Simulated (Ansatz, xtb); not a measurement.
Two isomers of C3H8BNO2

Structure a is `NB1OCCCO1`, a singlet and structure b is `CNB1OCCO1`, a singlet. Both are isolated molecules in the gas phase, relaxed with B3LYP-D3(BJ)/def2-SVP; the shapes shown needn't be the lowest conformers.

a (Å):

```yaml
atoms:
  - { symbol: C, position_ang: [-0.5929, -0.3414, 1.2606] }
  - { symbol: C, position_ang: [-0.6893, 0.9537, 0.4625] }
  - { symbol: C, position_ang: [-1.6931, 0.7781, -0.6710] }
  - { symbol: B, position_ang: [-0.7404, -1.4377, -0.8942] }
  - { symbol: N, position_ang: [-0.4770, -2.5665, -1.6985] }
  - { symbol: O, position_ang: [-0.3260, -1.4475, 0.4208] }
  - { symbol: O, position_ang: [-1.3942, -0.3607, -1.4545] }
  - { symbol: H, position_ang: [-0.7491, -2.6112, -2.6704] }
  - { symbol: H, position_ang: [0.0064, -3.3798, -1.3443] }
  - { symbol: H, position_ang: [-1.5392, -0.5147, 1.8096] }
  - { symbol: H, position_ang: [0.2108, -0.2827, 2.0131] }
  - { symbol: H, position_ang: [-0.9907, 1.7876, 1.1175] }
  - { symbol: H, position_ang: [0.3008, 1.2024, 0.0427] }
  - { symbol: H, position_ang: [-2.7152, 0.6819, -0.2551] }
  - { symbol: H, position_ang: [-1.6965, 1.6579, -1.3355] }
```

b (Å):

```xyz
15

C    -0.2455   -3.0031   -0.5216
C     0.9561    1.5061    0.5166
C     2.0674    0.7160   -0.2127
B     0.2208   -0.5704    0.0082
N    -0.6327   -1.6794   -0.0865
O    -0.2009    0.6878    0.3992
O     1.5734   -0.6156   -0.2793
H    -0.3828   -3.7639    0.2689
H    -0.8164   -3.3373   -1.4073
H     0.8188   -2.9956   -0.7947
H    -1.6035   -1.5609    0.1772
H     1.1970    1.6583    1.5847
H     0.7706    2.4944    0.0660
H     2.2387    1.1002   -1.2350
H     3.0290    0.7386    0.3247
```

Quicker runs give these differences E(b) − E(a): GFN2-xTB +0.178 eV; HF/STO-3G +0.059 eV (at GFN2-xTB geometries); r2SCAN-D4/def2-SVP +0.517 eV (at GFN2-xTB geometries).

Question: Estimate E(b) − E(a) at the level CCSD(T)/def2-SVP + ΔMP2/def2-TZVPP.

Answer: Calculated at CCSD(T)/def2-SVP + ΔMP2/def2-TZVPP: E(b) − E(a) = +0.490 eV, so structure a lies lower.

The same difference at several levels:

| level | geometry | E(b) − E(a) (eV) | departure from the last row (eV) | job, with rough time for the two |
| --- | --- | --- | --- | --- |
| GFN2-xTB | GFN2-xTB | +0.178 | −0.312 | optimisation, 0.18 s |
| HF/STO-3G | GFN2-xTB | +0.059 | −0.431 | single point, 0.2 s |
| r2SCAN-D4/def2-SVP | GFN2-xTB | +0.517 | +0.027 | single point, 1.1 s |
| B3LYP-D3(BJ)/def2-SVP | B3LYP-D3(BJ)/def2-SVP | +0.472 | −0.018 | optimisation, 18 s |
| HF/def2-SVP | B3LYP-D3(BJ)/def2-SVP | +0.458 | −0.032 | part of the CCSD(T) run |
| MP2/def2-SVP | B3LYP-D3(BJ)/def2-SVP | +0.506 | +0.016 | part of the CCSD(T) run |
| CCSD(T)/def2-SVP | B3LYP-D3(BJ)/def2-SVP | +0.465 | −0.025 | single point |
| CCSD(T)/def2-SVP + ΔMP2/def2-TZVPP | B3LYP-D3(BJ)/def2-SVP | +0.490 |  | single point, 20 s |

As drawn, b has 1 C–N, 1 C–H in place of 1 C–C, 1 N–H. Structure a has a 6-membered ring, b a 5-membered ring.

None of the levels shown reverses the order. The largest departure from CCSD(T)/def2-SVP + ΔMP2/def2-TZVPP is that of HF/STO-3G, 0.431 eV. The last row adds to CCSD(T) the change of the MP2 difference between the two basis sets, here +0.025 eV.

With thermal terms from frequencies at re-optimised GFN2-xTB minima (ideal gas, soft modes damped towards free rotors, one conformer each, 298.15 K, 1 atm): the zero-point term adds −0.013 eV; ΔH is +0.490 and ΔG +0.443 eV.

The correlated steps freeze 7 core orbitals. Programs: Ansatz 0.2.0, xtb 6.7.1; the last row on 4 threads of AMD EPYC 9R45 96-Core Processor (Zen 5) on a shared host.
